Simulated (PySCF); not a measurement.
Os, quintet (core potentials on Os); PBE/def2-SV(P) in PySCF.

Here is a job for PySCF.
```python
from pyscf import gto, scf, dft

mol = gto.Mole()
mol.atom = '''
    Os    0.00000000    0.00000000    0.00000000
'''
mol.basis = 'def2-sv(p)'
mol.ecp = {'Os': 'def2-sv(p)'}
mol.spin = 4
mol.verbose = 4
mol.build()

mf = dft.UKS(mol)
mf.xc = 'pbe'
mf.kernel()
mf.analyze()
```

What the program printed (banner, timings and long lists left out):

```
PySCF version 2.14.0

[INPUT] verbose = 4
[INPUT] num. atoms = 1
[INPUT] num. electrons = 16
[INPUT] charge = 0
[INPUT] spin (= nelec alpha-beta = 2S) = 4
[INPUT] symmetry False subgroup None
[INPUT] Mole.unit = angstrom
[INPUT] Symbol           X                Y                Z      unit          X                Y                Z       unit  Magmom
[INPUT]  1 Os     0.000000000000   0.000000000000   0.000000000000 AA    0.000000000000   0.000000000000   0.000000000000 Bohr   0.0

nuclear repulsion = 0
number of shells = 11
number of NR pGTOs = 50
number of NR cGTOs = 25
basis = def2-sv(p)
ecp = {'Os': 'def2-sv(p)'}

******** <class 'pyscf.dft.uks.UKS'> ********
method = UKS
initial guess = minao
damping factor = 0
level_shift factor = 0
DIIS = <class 'pyscf.scf.diis.CDIIS'>
diis_start_cycle = 1
diis_space = 8
diis_damp = 0
SCF conv_tol = 1e-09
SCF conv_tol_grad = None
SCF max_cycles = 50
direct_scf = True
direct_scf_tol = 1e-13
number electrons alpha = 10  beta = 6
XC library pyscf.dft.libxc version 7.1.2
    S. Lehtola, C. Steigemann, M. J. T. Oliveira, and M. A. L. Marques,  SoftwareX 7, 1–5 (2018)
XC functionals = pbe
    J. P. Perdew, K. Burke, and M. Ernzerhof,  Phys. Rev. Lett. 77, 3865 (1996)
    J. P. Perdew, K. Burke, and M. Ernzerhof,  Phys. Rev. Lett. 78, 1396 (1997)
    J. P. Perdew, K. Burke, and M. Ernzerhof,  Phys. Rev. Lett. 77, 3865 (1996)
    J. P. Perdew, K. Burke, and M. Ernzerhof,  Phys. Rev. Lett. 78, 1396 (1997)
radial grids:
    Treutler-Ahlrichs [JCP 102, 346 (1995); DOI:10.1063/1.469408] (M4) radial grids

becke partition: Becke, JCP 88, 2547 (1988); DOI:10.1063/1.454033
pruning grids: <function nwchem_prune>
grids dens level: 3
symmetrized grids: False
atomic radii adjust function: <function treutler_atomic_radii_adjust>
small_rho_cutoff = 0
Set gradient conv threshold to 3.16228e-05
tot grids = 24312
init E= -78.8236958881518

cycle= 1 E= -90.4418524644461  delta_E= -11.6  |g|= 0.448  |ddm|= 5.67

cycle= 2 E= -90.1672565395299  delta_E= 0.275  |g|= 0.882  |ddm|= 2.26

cycle= 3 E= -90.5684637246381  delta_E= -0.401  |g|= 0.162  |ddm|= 1.52
cycle= 4 E= -90.5801349216171  delta_E= -0.0117  |g|= 0.0745  |ddm|= 1.08

cycle= 5 E= -90.5834617027318  delta_E= -0.00333  |g|= 0.0338  |ddm|= 0.705
cycle= 6 E= -90.5805121368236  delta_E= 0.00295  |g|= 0.0639  |ddm|= 1.04
cycle= 7 E= -90.5819576181447  delta_E= -0.00145  |g|= 0.048  |ddm|= 0.119

cycle= 8 E= -90.583787953943  delta_E= -0.00183  |g|= 0.0273  |ddm|= 0.306
cycle= 9 E= -90.5855730197458  delta_E= -0.00179  |g|= 0.012  |ddm|= 0.549
cycle= 10 E= -90.585634152082  delta_E= -6.11e-05  |g|= 0.0108  |ddm|= 0.19
cycle= 11 E= -90.5855393413319  delta_E= 9.48e-05  |g|= 0.0123  |ddm|= 0.0537
cycle= 12 E= -90.5855902916537  delta_E= -5.1e-05  |g|= 0.0132  |ddm|= 0.049
cycle= 13 E= -90.5854981461034  delta_E= 9.21e-05  |g|= 0.0158  |ddm|= 0.0207
cycle= 14 E= -90.5854600460657  delta_E= 3.81e-05  |g|= 0.0162  |ddm|= 0.0141
cycle= 15 E= -90.585782331939  delta_E= -0.000322  |g|= 0.00625  |ddm|= 0.0814
cycle= 16 E= -90.5858388068992  delta_E= -5.65e-05  |g|= 0.00133  |ddm|= 0.0412
cycle= 17 E= -90.5858421364288  delta_E= -3.33e-06  |g|= 0.000355  |ddm|= 0.0159
cycle= 18 E= -90.585842209165  delta_E= -7.27e-08  |g|= 0.000254  |ddm|= 0.000892
cycle= 19 E= -90.5858422581293  delta_E= -4.9e-08  |g|= 0.000158  |ddm|= 0.00113
cycle= 20 E= -90.5858423014146  delta_E= -4.33e-08  |g|= 3.58e-05  |ddm|= 0.00114
cycle= 21 E= -90.58584231844  delta_E= -1.7e-08  |g|= 1.61e-05  |ddm|= 0.000631
cycle= 22 E= -90.5858423173286  delta_E= 1.11e-09  |g|= 1.66e-05  |ddm|= 4.59e-05
cycle= 23 E= -90.585842317754  delta_E= -4.25e-10  |g|= 1.65e-05  |ddm|= 1.6e-05
Extra cycle  E= -90.5858423295858  delta_E= -1.18e-08  |g|= 1.77e-05  |ddm|= 0.000464
converged SCF energy = -90.5858423295858  <S^2> = 6.0078572  2S+1 = 5.0031419
**** SCF Summaries ****
Total Energy =                         -90.585842329585773
Nuclear Repulsion Energy =               0.000000000000000
One-electron Energy =                 -155.069491731964149
Two-electron Energy =                   64.483649402378376
Two-electron Coulomb Energy =           73.921390561505419
DFT Exchange-Correlation Energy =       -9.437741159127047
**** MO energy ****
                             alpha | beta                alpha | beta
MO #1   energy= -3.38832557846165  | -3.31300468395728  occ= 1 | 1
MO #2   energy= -1.88146140557405  | -1.77763874484694  occ= 1 | 1
MO #3   energy= -1.8504653150522   | -1.76619875396571  occ= 1 | 1
MO #4   energy= -1.85045623480138  | -1.76619335780557  occ= 1 | 1
MO #5   energy= -0.265888170406243 | -0.188491372578502 occ= 1 | 1
MO #6   energy= -0.265883694348829 | -0.17798474447837  occ= 1 | 1
MO #7   energy= -0.263737520770939 | -0.172228367983775 occ= 1 | 0
MO #8   energy= -0.262585426118906 | -0.16376126425036  occ= 1 | 0
MO #9   energy= -0.237482041589063 | -0.163756459857313 occ= 1 | 0
MO #10  energy= -0.235860484215001 | -0.141387681619675 occ= 1 | 0
MO #11  energy= -0.0388027279106306 | -0.0235574307963273 occ= 0 | 0
MO #12  energy= -0.0387997879077706 | -0.0168466790133213 occ= 0 | 0
MO #13  energy= -0.0381919315929255 | -0.0168457344901839 occ= 0 | 0
MO #14  energy= 0.0969492438662183 | 0.1213739541882    occ= 0 | 0
MO #15  energy= 0.346877764298881  | 0.382567734786378  occ= 0 | 0
MO #16  energy= 0.346880372597658  | 0.382949615610745  occ= 0 | 0
MO #17  energy= 0.347119894903415  | 0.388366432054896  occ= 0 | 0
MO #18  energy= 0.348361021036745  | 0.388368838347115  occ= 0 | 0

spin_pop of  0 Os 5s        0.00102
spin_pop of  0 Os 6s        0.10649
spin_pop of  0 Os 7s        0.00589
spin_pop of  0 Os 8s        0.00029
spin_pop of  0 Os 9s        0.00126
spin_pop of  0 Os 10s        0.00319
spin_pop of  0 Os 5px       0.00310
spin_pop of  0 Os 5py       0.00573
spin_pop of  0 Os 5pz       0.00576
spin_pop of  0 Os 6px      -0.00121
spin_pop of  0 Os 6py      -0.00386
spin_pop of  0 Os 6pz      -0.00389
spin_pop of  0 Os 7px      -0.00190
spin_pop of  0 Os 7py      -0.00187
spin_pop of  0 Os 7pz      -0.00187
spin_pop of  0 Os 5dxy      0.17008
spin_pop of  0 Os 5dyz      0.67346
spin_pop of  0 Os 5dz^2     0.46842
spin_pop of  0 Os 5dxz      0.65943
spin_pop of  0 Os 5dx2-y2    0.66063
spin_pop of  0 Os 6dxy      0.05265
spin_pop of  0 Os 6dyz      0.32633
spin_pop of  0 Os 6dz^2     0.20865
spin_pop of  0 Os 6dxz      0.32562
spin_pop of  0 Os 6dx2-y2    0.33659
In total            10.00000 | 6.00000
Dipole moment(X, Y, Z, Debye):  0.00000, -0.00000,  0.00000
```
